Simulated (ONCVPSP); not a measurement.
## LDA (Perdew-Wang 92) ONCV dataset for C, scalar-relativistic all-electron reference.

```
Element                 : carbon
Generator               : ONCVPSP 4.0.1
Type                    : optimised norm-conserving Vanderbilt (ONCV)
Functional              : LDA (Perdew-Wang 92)
Relativity              : scalar-relativistic
Frozen core             : [He]
Valence charge          : 4
Reference configuration : 2s2 2p1.5 (charge +0.5)
Partial waves           : 2s: rc 0.95 bohr, ncon 4, nbas 8, qcut 5.8 1/bohr, 2 projectors, debl 3.7 Ha; 2p: rc 1.40 bohr, ncon 4, nbas 8, qcut 4.9 1/bohr, 1 projector; d scattering state at 0.02 Ha: rc 1.25 bohr, ncon 4, nbas 8, qcut 7.3 1/bohr, 2 projectors, debl 2.8 Ha
Local potential         : polynomial inside 0.90 bohr (lpopt 5, dvloc0 0 Ha)
Core correction         : Teter function, fcfact 2.5, rcfact 1.2
```

Question: Estimate the cutoffs (Ha) at which the residual kinetic energy of the hardest occupied pseudo-wave falls to 1 and 0.1 mHa per electron.

Answer: 85 Ha and 106 Ha.

Question: Does the potential have ghost states?

Answer: No bound ghost flagged; no localised positive-energy state flagged.

Question: Which valence shell sets the plane-wave cutoff?

Answer: 2p: 85 Ha for 1 mHa per electron, against 20 Ha for 2s.

Question: Tests: 2s2 2p2; 2s2 2p1; 2s2 2p0; 2s1 2p2. Which has the largest error in its energy relative to the reference configuration, and how large is it?

Answer: 2s2 2p0, with +144 meV (all-electron minus pseudo) on +31.22 eV.
